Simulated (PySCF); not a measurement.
Species: C2H6AlFO2.
Geometry (PBE0-D3(BJ)/def2-SVP, Å), atoms numbered from 1 in this order:
```
atom  x, y, z in Å
C1    -2.3903   -0.6754    0.3713
O2    -1.0492   -0.3325    0.2500
Al3   -0.0695    1.0311    0.2614
F4    -0.7111    2.5367    0.5119
O5     1.5852    0.9178    0.0155
C6     2.5357   -0.0778   -0.1756
H7    -2.5368   -1.3759    1.2122
H8    -3.0444    0.1984    0.5458
H9    -2.7457   -1.1815   -0.5436
H10    3.1187    0.1185   -1.0924
H11    2.0918   -1.0858   -0.2689
H12    3.2484   -0.1016    0.6677
```

Computed with PySCF 2.14.0, PBE0-D3(BJ)/def2-SVP geometry optimisation, gas phase.

**Question.** Which atoms are bound to Al3, and at what distances?

**Answer.** 3 atoms: F4 1.656 Å, O5 1.677 Å, O2 1.679 Å. The nearest atom not counted as bound is C6, at 2.86 Å.

**Question.** List the angles at Al3.

**Answer.** 
| angle | degrees | distance of the outer atoms (Å) |
| --- | --- | --- |
| O2–Al3–O5 | 121.3 | 2.93 |
| O2–Al3–F4 | 120.9 | 2.90 |
| F4–Al3–O5 | 117.8 | 2.85 |

**Question.** What is the shape at Al3?

**Answer.** Planar: angles 121.3°, 120.9° and 117.8°, sum 360.0°, 0.00 Å off the plane of its three neighbours.

**Question.** What are the other bond lengths?

**Answer.** C1–O2, O5–C6 1.390 Å; C1–H7 and 5 like bonds 1.105 Å.

**Question.** Give some angles away from the centre.

**Answer.** C1–O2–Al3 139.7°, Al3–O5–C6 138.0°.

**Question.** What are the rotational constants (commonest isotopes, rigid rotor)?

**Answer.** A = 3888, B = 1872, C = 1284 MHz: an asymmetric top.

Point group: near Cs, missed by 0.11 Å at most; the miss may be what the optimiser left on a soft mode. Charge 0, singlet. PBE0-D3(BJ)/def2-SVP frequencies: not computed here.

Hardware: an Arm Neoverse V2 with one thread, on a shared host. Cost: 1.8 min wall, 0.49 GiB resident at most. This is the geometry optimisation.

One conformer stands for the species.
